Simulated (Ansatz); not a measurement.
A run of Ansatz (development build ahead of 0.2.0) on doublet VO(2+) at this shape:

```xyz
2

V     0.0000    0.0000    0.0000
O     0.0000    0.0000    1.5300
```

Its results:

```
Converged                       : yes
Total energy                    : -1016.91878 hartree
Spin squared of the determinant : 2.058
Stability test                  : minimum
```

Problem. Which input gives this output? Name the method, the orbitals and the basis set, and write the input.

Solution. UHF in pcseg-2.

```yaml
crystal:
  periodic: [false, false, false]
  atoms:
    - { symbol: V, position_ang: [0.0, 0.0, 0.0] }
    - { symbol: O, position_ang: [0.0, 0.0, 1.53] }
basis:
  gaussian: { orbitals: pcseg-2 }
total_charge: 2
magnetization:
  spin_polarized: true
  initial_magnetization: 1
hamiltonian:
  xc: hf
```

Caution: another spin multiplicity may lie lower; the unrestricted determinant is a mixture of spin states.
